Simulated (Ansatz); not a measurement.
Input file for Cl2FGeO (`[O][Ge]([F])([Cl])[Cl]`) radical:

```yaml
crystal:
  periodic: [false, false, false]
  atoms:
    - {symbol: O, position_ang: [1.076296, -1.300424, 0.666423]}
    - {symbol: Ge, position_ang: [0.006550, -0.028032, 0.047925]}
    - {symbol: F, position_ang: [-0.974929, 0.598141, 1.301581]}
    - {symbol: Cl, position_ang: [-1.265266, -0.886537, -1.389943]}
    - {symbol: Cl, position_ang: [1.207250, 1.543151, -0.667385]}
basis:
  gaussian: {orbitals: def2-SVP}
magnetization: {spin_polarized: true, initial_magnetization: 1}
correlation: {method: ccsd_t}
scf: {omitted_lower_state_checks: [cluster_reference]}
```

```sh
$ ansatz run in.yaml --threads 4 --pin off --events-out ev --progress --plain --max-ram 10444MiB
```

Output of Ansatz, abridged:

```
Functional definition: HF
881 factors; integrals over basis functions are off by at most 4.5e-4 eV
mean field evaluation 1: about -86197.0601 eV, gradient 3.6e1 eV
mean field evaluation 2: about -86197.0954 eV, gradient 3.6e1 eV
mean field evaluation 4: about -86206.1923 eV, gradient 9.4e0 eV
mean field evaluation 8: about -86207.3970 eV, gradient 4.7e-1 eV
mean field evaluation 16: about -86207.4024 eV, gradient 1.9e-6 eV
mean field -86207.40238358 eV, -3168.0636041204 hartree, gradient 4.5e-6 eV, S^2 0.756478; 6 other end points of the search recorded, 0 dependent functions left out
21 core orbitals not correlated: weight in the atoms' cores, before any rotation towards them, 1.000 or more for the frozen orbitals, at most 0.000 for the correlated occupied ones
reference -86207.40238358 eV, -3168.0636041204 hartree; 21, 20 occupied and 54, 55 virtual orbitals, 881 factors
second order -21.89390095 eV of doubles, -0.00000000 eV of singles
cycle   1  -22.02266186 eV  change   -1.3e-1 eV  update   1.0e-1
cycle   2  -22.50078724 eV  change   -4.8e-1 eV  update   3.0e-2
cycle   3  -22.61478357 eV  change   -1.1e-1 eV  update   1.7e-2
cycle   4  -22.61213633 eV  change    2.6e-3 eV  update   5.6e-3
cycle   5  -22.61055342 eV  change    1.6e-3 eV  update   3.3e-3
cycle   6  -22.61249862 eV  change   -1.9e-3 eV  update   1.5e-3
cycle   7  -22.61278965 eV  change   -2.9e-4 eV  update   6.1e-4
cycle   8  -22.61305366 eV  change   -2.6e-4 eV  update   3.0e-4
cycle   9  -22.61308913 eV  change   -3.5e-5 eV  update   1.4e-4
cycle  10  -22.61296201 eV  change    1.3e-4 eV  update   7.1e-5
cycle  11  -22.61298409 eV  change   -2.2e-5 eV  update   3.1e-5
perturbative correction -0.50320570 eV, -0.0184924685 hartree
Total energy: -86230.51857337 eV, -3168.9131084265 hartree
Checks for a lower state left out: cluster_reference
```

Run time 19 s (4 threads of an Arm Neoverse V1 on a shared host); peak host memory 0.71 GiB.

The correlation energy is -23.116 eV, 2.2 % of it from (T); the T1 diagnostic reads 0.0119.
